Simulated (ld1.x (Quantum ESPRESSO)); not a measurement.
## zirconium (Zr), PAW: configuration errors across variants

```json
{"Element": "zirconium (Zr)", "Generator": "ld1.x (Quantum ESPRESSO) 7.5", "Type": "PAW", "Functional": "PW91", "Relativity": "fully relativistic", "Frozen core": "[Ar] 3d10", "Valence charge": "12", "Reference configuration": "4s2 4p6 4d2 5s1.75 5p0.25", "Partial waves": "4s (bound): rcut 1.55, rcutus 1.70 bohr; 5s (bound): rcut 1.55, rcutus 1.70 bohr; 4p (bound): rcut 1.80, rcutus 1.90 bohr; 5p (bound): rcut 1.80, rcutus 1.90 bohr; 4d (bound): rcut 1.60, rcutus 2.05 bohr; 4d channel at 0.1 Ry: rcut 1.60, rcutus 2.05 bohr; 4f channel at 0.05 Ry: rcut 1.60, rcutus 1.95 bohr; 4f channel at 2.2 Ry: rcut 1.60, rcutus 1.95 bohr", "Local potential": "all-electron potential smoothed inside 1.75 bohr (lloc = -1)", "Core correction": "Bessel-smoothed model core, default radius (core density twice the valence density)", "Augmentation charge": "PSQ, inside the norm-conserving radii"}
```

Open shells are filled in proportion to 2j + 1 (rel_dist='average').

All-electron excitation energies from the reference (eV): (1) 4s2 4p6 4d2 5s2 5p0 -0.749; (2) 4s2 4p6 4d2 5s1 5p0 6.441; (3) 4s2 4p6 4d2 5s0 5p0 19.419; (4) 4s2 4p6 4d2 5s1.5 5p0 2.156; (5) 4s2 4p6 4d3 5s0 5p0 6.818; (6) 4s2 4p6 4d1 5s2 5p0 6.963; (7) 4s2 4p6 4d2.5 5s1.5 5p0 -0.233.

Errors AE − PS in meV (a dash: test not solved or not reliable):

```csv
change,(1),(2),(3),(4),(5),(6),(7),bound ghosts
base,0.0,0.0,0.0,+0.1,+0.4,+1.8,+0.4,not determined
local potential all-electron potential smoothed inside 0.88 bohr (lloc = -1),0.0,+0.1,+0.1,+0.1,+0.1,+0.3,+0.1,not determined
local potential all-electron potential smoothed inside 1.14 bohr (lloc = -1),0.0,0.0,0.0,0.0,+0.2,+1.0,+0.2,not determined
local potential all-electron potential smoothed inside 1.28 bohr (lloc = -1),0.0,0.0,0.0,0.0,+0.2,+0.9,+0.2,not determined
local potential all-electron potential smoothed inside 1.56 bohr (lloc = -1),0.0,0.0,0.0,+0.1,+0.3,+1.2,+0.3,not determined
local potential all-electron potential smoothed inside 1.86 bohr (lloc = -1),+0.1,+0.1,0.0,+0.1,+1.7,+2.8,+0.8,not determined
local potential all-electron potential smoothed inside 2.28 bohr (lloc = -1),-0.1,-0.1,-0.1,0.0,-0.7,-2.3,-0.5,not determined
```

Q: Give the same row for: local potential all-electron potential smoothed inside 2.14 bohr (lloc = -1).

A: -0.2, -0.1, -0.1, -0.1, -2.0, -6.7, -1.5; bound ghosts: not determined.
